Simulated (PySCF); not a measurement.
# Worked example: entropy of an ideal gas

formyl cation (CHO), SMILES C#[O+], charge +1.

Geometry: PBE-D3(BJ)/def2-TZVPD.

PySCF 2.14.0 with PBE-D3(BJ)/def2-TZVPD gives the harmonic wavenumbers 830, 830, 2184, 3140 cm⁻¹ and the rotational temperature 2.1183 K. The molar mass is 29.02 g/mol, the symmetry number 1, the spin multiplicity 1.

Task: Work out the entropy at 298.15 K and 1 atm in the rigid-rotor, harmonic-oscillator model.

Result: 
Translation (Sackur–Tetrode at 1 atm): S = R[1.5 ln M + 2.5 ln T − 1.16487] = 150.8 J/(mol K).
Rotation: q = T/(σ θ) = 141, S = R[ln q + 1] = 49.4 J/(mol K).
Vibration: with u = 1.4388 ν/T, each mode gives R[u/(e^u − 1) − ln(1 − e^−u)]:
| ν (cm⁻¹) | modes | u | S (J/(mol K)) |
|---|---|---|---|
| 830 | 2 | 4.01 | 1.54 |
The stiffer modes add less than 0.005 each. Sum 1.5 J/(mol K).
Spin: R ln 1 = 0.0 J/(mol K).
Total 201.7 J/(mol K); the program's own thermochemistry gives 201.7. Translation makes up 75 % and vibration 1 %. Anharmonicity, hindered rotation and orbital degeneracy are left out.
